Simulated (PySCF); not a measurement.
Si(H)3(NHiPr) (C3H11NSi), SMILES [SiH3]NC(C)C.

Geometry optimised at PBE0-D3(BJ)/def2-SVP. The values are those of a single conformer.

Two levels are set side by side: PBE/def2-TZVP (PySCF) and HF/def2-TZVP (PySCF). Same geometry, gas phase. Differences are taken from unrounded values.

```json
[
 {"quantity": "orbital gap (eV)", "PBE": "5.09"},
 {"quantity": "highest occupied level (eV)", "PBE": "-5.39"},
 {"quantity": "lowest empty level (eV)", "PBE": "-0.30"},
 {"quantity": "dipole moment (D)", "PBE": "1.31"},
 {"quantity": "mean polarisability (bohr³)", "PBE": "75.6"}
]
```

Question: These are the PBE values. What does HF give? (The exact figures need the calculation; the answer reports its results.)

Answer: 
```csv
quantity,HF,PBE minus HF
orbital gap (eV),13.35,-8.27
highest occupied level (eV),-10.05,4.66
lowest empty level (eV),3.30,-3.61
dipole moment (D),1.28,0.03
mean polarisability (bohr³),67.2,8.3
```

PBE's occupied levels lie high since its potential decays too fast outside the molecule; exact exchange lowers them and widens the gap. PBE's more diffuse valence density responds more strongly to a field. Differences between two approximate levels are no errors against the true value.

Rough cost on one machine, each run with all the roots and properties that it gave: HF against PBE about 1/3.
